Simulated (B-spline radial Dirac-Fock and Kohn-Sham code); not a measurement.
K-line shifts caused by a second vacancy in Rh⁷⁺

System: rhodium as Rh⁷⁺ in the configuration [Kr] 4d2.

Input file task.json (cfg lists n, l and occupation; rrms is the nuclear radius in fm):

```json
{"items": [{
  "Z": 45,
  "q": 7,
  "cfg": [[1, 0, 2], [2, 0, 2], [2, 1, 6], [3, 0, 2], [3, 1, 6], [3, 2, 10], [4, 0, 2], [4, 1, 6], [4, 2, 2]],
  "A": 103,
  "rrms": 4.4945,
  "do": ["binding", "quiet", "double"]
}]}
```

Run with: `python xray_run.py task.json out`

The computed values come from a B-spline atomic structure program: Dirac-Fock energy differences between relaxed states, corrected for Breit and QED terms. Each two-hole energy is an average over J within one jj subconfiguration, not an observable level; in light atoms, where LS coupling holds, the j-resolved values are not observed lines, and for a K spectator the Kα1 hypersatellite is nearly forbidden. Electron correlation is not included.

Lines without a spectator: Kα2 (K-L2) 20070.6 eV, Kα1 (K-L3) 20213.1 eV, Kβ3 (K-M2) 22696.8 eV, Kβ1 (K-M3) 22722.0 eV. Shifts in eV with one spectator hole (a dash: not computed, or left out as unreliable):

```
spectator hole    Kα2    Kα1     Kβ3     Kβ1
    L2 (2p1/2)  +54.3  +68.0       –  +146.6
    L3 (2p3/2)  +55.1  +54.6  +132.7       –
    M2 (3p1/2)      –  +7.24  +17.40  +21.16
    M3 (3p3/2)  +5.60      –  +18.49  +17.93
    M4 (3d3/2)  +0.72  -1.55       –       –
    M5 (3d5/2)  -1.91  -0.29       –       –
```

Problem. Where does the K-L3 hypersatellite lie, emitted when both K electrons are missing?

Solution. +520.0 eV from the normal line, at 20733.1 eV. Removing both K electrons costs 47418.7 eV, which is 711.7 eV more than twice the K binding energy.

With n spectator holes in 2p, averaged over the 2p shell (energies in eV):

| n | KαLⁿ | step | hypersatellite KαʰLⁿ |
| --- | --- | --- | --- |
| 0 | 20165.6 | – | 20681.3 |
| 1 | 20223.9 | +58.3 | 20741.0 |
| 2 | 20283.4 | +59.5 | 20801.9 |
| 3 | 20344.2 | +60.8 | 20864.1 |
| 4 | 20406.3 | +62.1 | 20927.6 |
| 5 | 20469.6 | +63.4 | 20992.4 |
